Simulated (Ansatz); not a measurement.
Total energies of W2O6 from Ansatz at BLYP-D4/def2-TZVP, gas phase (1 Eh = 27.2114 eV = 2625.5 kJ/mol). The reference geometry is relaxed at PBE-D4/def2-SVP.

Cartesian coordinates in Å:
```
W 0.644 0.523 1.195
W -0.644 -0.522 -1.195
O -0.094 0.640 2.750
O 0.095 -0.640 -2.750
O 0.421 -1.181 0.290
O -2.260 -1.118 -1.273
O 2.260 1.118 1.273
O -0.421 1.181 -0.290
```

| state | geometry | energy (Eh) |
| --- | --- | --- |
| charge 0 singlet | reference | -586.09911 |
| charge 0 triplet | relaxed at PBE-D4/def2-SVP | -586.01404 |
| free W atom (quintet) | – | -66.90564 |
| free O atom (triplet) | – | -75.08514 |

In the def2 sets W takes a core potential; there is no spin–orbit coupling.

Task: Which of the charge 0 states is lowest, and how far above it are the others?

Result: The singlet. triplet: -586.01404 − (-586.09911) = 0.08507 Eh = 223.4 kJ/mol.

Task: What is the binding energy per atom against free atoms?

Result: Atoms: 2 × (-66.90564) + 6 × (-75.08514) = -584.32212 Eh. Binding: -584.32212 − (-586.09911) = 1.77699 Eh = 48.35 eV, or 6.04 eV for each of 8 atoms (no zero-point energy, no counterpoise term).

At BLYP-D4/def2-TZVP the gap within one spin of the charge 0 triplet nearly closes, so an electron or hole may be smeared out by delocalisation error. The quintet lies 5.79 eV above the singlet at this level but is left out (at the level of its geometry, an occupied level 0.00 eV above an empty one).

The structure comes from a short search, and lower isomers may exist.
